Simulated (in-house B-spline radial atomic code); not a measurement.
## RPA and G0W0 on r2SCAN0: the titanium ion Ti⁴⁺

Configuration [Ne] 3s2 3p6, mean-field start r2SCAN0. Computed with an all-electron radial atomic-structure program (B-spline basis): all electrons, non-relativistic, point nucleus, each spin shell either full or empty, empty states to l = 9 with an (l + 1/2)⁻⁴ tail; G0W0 by contour deformation at full frequency.

Command:
```bash
python run_gw.py task.json out
```
Settings (radii: box in bohr, nucleus in fm):
```
Z                        22
electrons                18
configuration            [Ne] 3s2 3p6
hamiltonian              nr
method                   r2scan0
lmax                     9
spin_polarised           False
box_radius               11.96
intervals                49
```

Cost of the run: 1.4 s on 1 thread of Arm Neoverse N1, with other jobs on the host.

Energies (hartree):

| term | value |
| --- | --- |
| mean-field total | -845.94008 |
| Hartree-Fock functional on these orbitals | -845.18738 |
| direct second order | -1.3029 |
| second-order exchange | 0.43732 |
| SOSEX correction | 0.40116 |

Q: What is the RPA correlation energy, and what remains with SOSEX?

A: RPA gives -1.1479 hartree (-1.74 eV per electron); RPA + SOSEX gives -0.74672, and the second-order doubles -0.86556 hartree (no singles). SOSEX takes back 35 % of the RPA value.

Quasi-particle levels (eV):

| level | occupied | mean field | Σx - vxc | Σc | QP weight | G0W0 |
| --- | --- | --- | --- | --- | --- | --- |
| 3p | yes | -92.79 | -6.43 | ? | ? | ? |
| 2p | yes | -513.20 | -26.71 | 10.51 | 0.894 | -529.40 |
| 3d | no | -49.37 | 8.35 | -2.76 | 0.968 | -43.78 |

G0W0 = mean field + (Σx - vxc) + Σc, with Σc (partial-wave tail included) taken at the quasi-particle energy. Only the outer levels were computed. Levels of low weight are left out.

Q: Where does G0W0 put 3p?

A: At -99.55 eV, with Σc = -0.33 eV and a quasi-particle weight of 0.955. The tabulated removal energy is 99.299 ± 0.012 eV (NIST, measured); the calculation leaves out relativity, Breit and QED terms, and what these don't explain is the method's own error.
